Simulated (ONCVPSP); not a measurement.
Which change was made? (Rh, ONCV)

ONCVPSP 4.0.1 input, shortened (lines: element, Z, core and valence counts, functional; n l f; lmax; l rc ep ncon nbas qcut; lloc lpopt rc5 dvloc0; l nproj debl; icmod fcfact rcfact), PBE, fully relativistic:

```
  Rh 45.00    6    4        4      upf
    1    0    2.00
    2    0    2.00
    2    1    6.00
    3    0    2.00
    3    1    6.00
    3    2   10.00
    4    0    2.00
    4    1    6.00
    4    2    8.00
    5    0    1.00
    2
    0    1.55    0.00    4    8    6.00
    1    1.70    0.00    4    9    7.40
    2    1.60    0.00    3    7   10.20
    4    5    1.25    4.00
    0    2    0.60
    1    1    0.90
    2    2    3.90
    0    0.00    0.00
```

Open shells are filled in proportion to 2j + 1.

Cutoffs, loose and tight: the cutoffs (Ha) at which the residual kinetic energy of the hardest occupied pseudo-wave falls to 1 and 0.1 mHa per electron. They do not see the model core or the augmentation charge, which bear on the density cutoff. Test errors are all-electron minus pseudo excitation energies from the reference, over the configurations 4s2 4p6 4d8 5s0; 4s2 4p6 4d7 5s0; 4s2 4p6 4d6 5s0; 4s2 4p6 4d8 5s0.5; variants that change the core or the reference have their own tests. The largest error is taken over the tests solved by every variant that gives reliable tests at all, those not shown here included: 4s2 4p6 4d6 5s0; 4s2 4p6 4d8 5s0; 4s2 4p6 4d8 5s0.5.

The base gives: outcome: generated; cutoff, loose: 28 Ha; cutoff, tight: 62 Ha; bound ghosts: p3/2; GHOST(+) flags above zero: s; largest test error (meV): -32.

**Question.** After one change the result is: outcome: generated; cutoff, loose: 25 Ha; cutoff, tight: 30 Ha; bound ghosts: none; GHOST(+) flags above zero: none; largest test error (meV): +9.3. Which change was it?
A. all radii scaled by about 0.76 (s 1.18, p 1.30, d 1.22 bohr); local potential polynomial inside 0.96 bohr (lpopt 5, dvloc0 4 Ha)
B. all radii scaled by about 0.89 (s 1.38, p 1.50, d 1.42 bohr); local potential polynomial inside 1.12 bohr (lpopt 5, dvloc0 4 Ha)
C. all radii scaled by about 1.18 (s 1.84, p 2.00, d 1.90 bohr); local potential polynomial inside 1.48 bohr (lpopt 5, dvloc0 4 Ha)

**Answer.** C. The others give: all radii scaled by about 0.89 (s 1.38, p 1.50, d 1.42 bohr); local potential polynomial inside 1.12 bohr (lpopt 5, dvloc0 4 Ha) → outcome: generated; cutoff, loose: 50 Ha; cutoff, tight: 92 Ha; bound ghosts: none; GHOST(+) flags above zero: s; largest test error (meV): +5.1 | all radii scaled by about 0.76 (s 1.18, p 1.30, d 1.22 bohr); local potential polynomial inside 0.96 bohr (lpopt 5, dvloc0 4 Ha) → outcome: generated; cutoff, loose: 115 Ha; cutoff, tight: 135 Ha; bound ghosts: none; GHOST(+) flags above zero: s; largest test error (meV): +5.7.
